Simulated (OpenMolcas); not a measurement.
Computed levels of 5s2 5p3 in ions with 51 electrons, in cm-1 above 4S* 3/2.

| Property | Result |
| --- | --- |
| Program | OpenMolcas |
| Method | SS-RASPT2, IPEA 0.25 Eh, imaginary shift 0.1 Eh |
| Basis | ANO-RCC-VTZP |
| Scalar Hamiltonian | DKH2, point nucleus |
| Spin-orbit coupling | RASSI with atomic mean-field integrals over the reference wave functions, term energies averaged over their components |

Active space for each ion: 5 electrons in 9 orbitals (RAS2 5s 5p; RAS3 5d, at most 2 electrons); closed shells correlated by CASPT2: 4d.

| Level | Sb | I2+ | Xe3+ |
| --- | --- | --- | --- |
| 2D* 3/2 | 9810 | 12330 | 13740 |
| 2D* 5/2 | 10850 | 15000 | 17370 |
| 2P* 1/2 | 17860 | 25100 | 28690 |
| 2P* 3/2 | 19270 | 29180 | 34540 |

Q: Estimate 2D* 3/2, 2D* 5/2 for Te+ from its neighbours Sb and I2+.

A: 2D* 3/2 is another term, which grows about linearly with the charge: (9810 + 12330) / 2 = 11070. The calculation gives 11130, so the estimate is off by -0.5 %; the measured value is 10222 (NIST Handbook of Basic Atomic Spectroscopic Data).
2D* 5/2 is another term, which grows about linearly with the charge: (10850 + 15000) / 2 = 12925. The calculation gives 12890, so the estimate is off by +0.3 %; the measured value is 12422 (NIST Handbook of Basic Atomic Spectroscopic Data).

CASPT2 does not keep the components of a term degenerate, so their means are used; among the terms shown or strongly mixed into the levels shown the widest spread is 21 cm-1 (5s2 5p3 2D*, I2+). Some high roots are left out of the spin-orbit mixing, which shifts the levels that they would mix with (holds for Sb). Active for correlation alone: 5d; no level in the range computed is led by a configuration that fills it, so any true level of that kind is missing (holds for Sb). Some terms miss by over 15 % even with CASPT2, which points to a basis or an active space too small for the shells correlated (holds for Sb). The run also gave levels led by 5s2 5p2 5d, which use shells meant for correlation; these and all levels above them are left out (holds for Te+; Xe3+). The run also gave levels led by 5s 5p3 5d, 5s2 5p2 5d, which use shells meant for correlation; these and all levels above them are left out (holds for I2+). Computed and measured levels are paired by configuration, term and J; levels that our copy of the source lacks, or whose pairing is in doubt (as where it misses far off the trend of its configuration), stay unpaired and out of the deviations. Levels of configurations outside the active space are missing.

* marks odd parity.
